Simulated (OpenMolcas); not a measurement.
**Sb+: input and output**

Input:

```
&GATEWAY
Coord
1

Sb 0.0 0.0 0.0
Basis=ANO-RCC-VDZP
Group=XYZ
NoMove
AngMom=0.0 0.0 0.0
AMFI
&SEWARD
&RASSCF
FileOrb=start.orb
Symmetry=1
Spin=3
nActEl=4 0 0
Inactive=14 9
Ras2=1 3
CIRoot=3 3 1
SDav=6
CIMx=300
Iter=120 100
PrWF=0.3
OrbListing=Nothing
MaxOrb=0
Atom
>>> COPY $Project.JobIph JOB001
&RASSCF
FileOrb=start.orb
Symmetry=1
Spin=1
nActEl=4 0 0
Inactive=14 9
Ras2=1 3
CIRoot=6 6 1
SDav=12
CIMx=300
Iter=120 100
PrWF=0.3
OrbListing=Nothing
MaxOrb=0
Atom
>>> COPY $Project.JobIph JOB002
&RASSCF
FileOrb=start.orb
Symmetry=2
Spin=5
nActEl=4 0 0
Inactive=14 9
Ras2=1 3
CIRoot=1 1 1
SDav=1
CIMx=300
Iter=120 100
PrWF=0.3
OrbListing=Nothing
MaxOrb=0
Atom
>>> COPY $Project.JobIph JOB003
&RASSCF
FileOrb=start.orb
Symmetry=2
Spin=3
nActEl=4 0 0
Inactive=14 9
Ras2=1 3
CIRoot=9 9 1
SDav=9
CIMx=300
Iter=120 100
PrWF=0.3
OrbListing=Nothing
MaxOrb=0
Atom
>>> COPY $Project.JobIph JOB004
&RASSCF
FileOrb=start.orb
Symmetry=2
Spin=1
nActEl=4 0 0
Inactive=14 9
Ras2=1 3
CIRoot=8 8 1
SDav=8
CIMx=300
Iter=120 100
PrWF=0.3
OrbListing=Nothing
MaxOrb=0
Atom
>>> COPY $Project.JobIph JOB005
&RASSI
NrOfJobIphs=5 3 6 1 9 8
1 2 3
1 2 3 4 5 6
1
1 2 3 4 5 6 7 8 9
1 2 3 4 5 6 7 8
IphNames
JOB001
JOB002
JOB003
JOB004
JOB005
EJob
SpinOrbit
DIPRint=1.0
SOCoupling=1000.0
Subsets=2
MEES
Property=10
'ANGMOM' 1 'ANGMOM' 2 'ANGMOM' 3 'MLTPL  1' 1 'MLTPL  1' 2 'MLTPL  1' 3
'AMFI' 1 'AMFI' 2 'AMFI' 3 'MLTPL  2' 6
SOProperty=3
'ANGMOM' 1 'ANGMOM' 2 'ANGMOM' 3
```

A driver script runs the steps one by one and writes start.orb anew before each from the orbitals found so far.

Output, cut to the results:

```
--- SEWARD ---
Basis set label: SB.ANO-RCC...6S5P3D1F.

      Electronic valence basis set:
      ------------------
      Associated Effective Charge  51.000000 au
      Associated Actual Charge     51.000000 au
      Nuclear Model: Point charge

      Shell  nPrim  nBasis  Cartesian Spherical Contaminant
         s      22       6        X
         p      19       5        X
         d      13       3                 X
         f       5       1                 X
                  Relativistic Douglas-Kroll-Hess integrals:
                    - DKH order of Hamiltonian: 2
                    - DKH order of Properties : 0
                  Atomic mean-field integrals
--- RASSCF ---
Wave function specifications:
      -----------------------------

      Number of closed shell electrons          46
      Number of electrons in active shells       4
      Max number of holes in RAS1 space          0
      Max nr of electrons in RAS3 space          0
      Number of inactive orbitals               23
      Number of active orbitals                  4
      Number of secondary orbitals              16
      Spin quantum number                      1.0
      State symmetry                             1
Orbital specifications:
      -----------------------

      Symmetry species                           1   2
                                                ag  au
      Frozen orbitals                            0   0
      Inactive orbitals                         14   9
      Active orbitals                            1   3
      RAS1 orbitals                              0   0
      RAS2 orbitals                              1   3
      RAS3 orbitals                              0   0
      Secondary orbitals                         6  10
      Deleted orbitals                           0   0
      Number of basis functions                 21  22
      Number of CSFs                             6
      Number of root(s) required                 3
      Iter CI   SX   CI       RASSCF       Energy    max ROT     max BLB   max BLB  Level Ln srch  Step   QN
          iter iter root      energy       change     param      element    value   shift minimum  type update
 Nr of preliminary CI iterations:   1
      Total energies have been shifted. Add                -6000.00 au
        1   1    4    0  -476.18670629    0.00E+00  -4.35E-03   12  20 1 -2.04E-02*  0.00   0.00    SX    NO
        2   1    4    0  -476.18710174   -3.95E-04*  3.54E-03   15  16 1  5.95E-03*  0.00   0.00    SX    NO
        3   1    3    0  -476.18714207   -4.03E-05*  1.35E-03   12  20 1 -2.25E-03*  0.00   0.00    SX    NO
        4   1    3    0  -476.18714755   -5.49E-06*  4.94E-04   12  20 1  7.80E-04*  0.00   0.00    SX    NO
        5   1    3    0  -476.18714833   -7.80E-07*  1.40E-04   12  20 1 -3.12E-04*  0.00   0.73    QN   YES
        6   1    2    0  -476.18714846   -1.31E-07*  4.17E-06   15  16 1  9.73E-06   0.00   1.00    QN   YES
        7   1    2    0  -476.18714846   -6.46E-11   1.22E-06   15  16 1  2.21E-06   0.00   1.23    QN   YES
      Convergence after  7 iterations
        8   1    2    0  -476.18714846    7.28E-12   1.22E-06   12  20 1  3.68E-08   0.00   1.23    QN   YES
      Natural orbitals and occupation numbers for root  1
      sym 1:   1.975910
      sym 2:   1.000000   0.024090   1.000000
      Natural orbitals and occupation numbers for root  2
      sym 1:   1.975910
      sym 2:   1.000000   1.000000   0.024090
      Natural orbitals and occupation numbers for root  3
      sym 1:   1.975910
      sym 2:   0.024090   1.000000   1.000000
::    RASSCF root number  1 Total energy:  -6476.18714846
::    RASSCF root number  2 Total energy:  -6476.18714846
::    RASSCF root number  3 Total energy:  -6476.18714846
--- RASSCF ---
Wave function specifications:
      -----------------------------

      Number of closed shell electrons          46
      Number of electrons in active shells       4
      Max number of holes in RAS1 space          0
      Max nr of electrons in RAS3 space          0
      Number of inactive orbitals               23
      Number of active orbitals                  4
      Number of secondary orbitals              16
      Spin quantum number                      0.0
      State symmetry                             1
Orbital specifications:
      -----------------------

      Symmetry species                           1   2
                                                ag  au
...
--- RASSI ---
SPIN-FREE ENERGIES:
  (Shifted by EMIN (a.u.) =      -6476.1871484639)

 SF State       Relative EMIN(au)   Rel lowest level(eV)    D:o, cm**(-1)      L_eff

     1             0.0000000000        0.0000000000              0.0000         1.0
     2             0.0000000000        0.0000000000              0.0000         1.0
     3             0.0000000000        0.0000000000              0.0000         1.0
     4             0.0425092022        1.1567343199           9329.6915         2.0
     5             0.0425092022        1.1567343199           9329.6915         2.0
     6             0.0425092022        1.1567343199           9329.6915         2.0
     7             0.0425092022        1.1567343199           9329.6915         2.0
     8             0.0425092022        1.1567343199           9329.6915         2.0
     9             0.0812373550        2.2105810443          17829.5385         0.0
    10             0.1624881593        4.4215280641          35662.0289         0.0
    11             0.3083853725        8.3915934829          67682.7659         2.0
    12             0.3083853725        8.3915934829          67682.7659         2.0
    13             0.3083853725        8.3915934829          67682.7659         2.0
    14             0.3083853725        8.3915934829          67682.7659         2.0
    15             0.3083853725        8.3915934829          67682.7659         2.0
    16             0.3509700679        9.5503820792          77029.0263         1.0
    17             0.3509700679        9.5503820792          77029.0263         1.0
    18             0.3509700679        9.5503820792          77029.0263         1.0
    20             0.4649971846       12.6532179933         102055.0857         2.0
    21             0.4649971846       12.6532179933         102055.0857         2.0
    22             0.4649971846       12.6532179933         102055.0857         2.0
...
```

Levels above the lowest, from the spin-orbit matrix, grouped by J:

```tsv
Configuration	Term	J	E (cm⁻¹)	Measured (cm⁻¹)	Term weight %	Second
5s² 5p²	³P	0	0.0	0.0	95	5 ¹S
5s² 5p²	³P	1	2869	3055	100	
5s² 5p²	³P	2	5665	5658	92	8 ¹D
5s² 5p²	¹D	2	14681	12790	92	8 ³P
5s² 5p²	¹S	0	23568	23906	95	5 ³P
5s 5p³	⁵S°	2	39970	51723	99	
5s 5p³	³D°	2	71424	66502	92	8 ³P°
5s 5p³	³D°	1	71570	66292	95	5 ³P°
5s 5p³	³D°	3	72311	67888	100	
5s 5p³	³P°	0	81657	76858	100	
5s 5p³	³P°	1	82036	77139	95	5 ³D°
5s 5p³	³P°	2	82633	78391	91	8 ³D°
5s 5p³	¹D°	2	106915		99	
5s 5p³	³S°	1	109435		84	15 ¹P°
5s 5p³	¹P°	1	117153		84	15 ³S°
```

Against the 11 measured excited levels shown (NIST Handbook of Basic Atomic Spectroscopic Data) the mean absolute deviation is 3900 cm-1; the largest miss in energy is 5s 5p³ ⁵S°₂: computed 39970, measured 51723 cm⁻¹ (-22.7 %).

Terms of s pⁿ other than that of highest spin mix with s² pⁿ⁻² d, which this space lacks; all of them can be thousands of cm-1 off, and some have no real level of that name. Computed and measured levels are paired by configuration, term and J; levels that our copy of the source lacks, or whose pairing is in doubt (as where it misses far off the trend of its configuration), stay unpaired and out of the deviations. Only configurations of the active space appear. The first state left out of the spin-orbit step lies near 160000 cm-1 above the lowest spin-free state of the reference (among the parities and spins computed), and the list stops at four fifths of that energy or lower.

The term weight is that of the spin-free term in the level, not the purity of its configuration. ° marks odd parity.
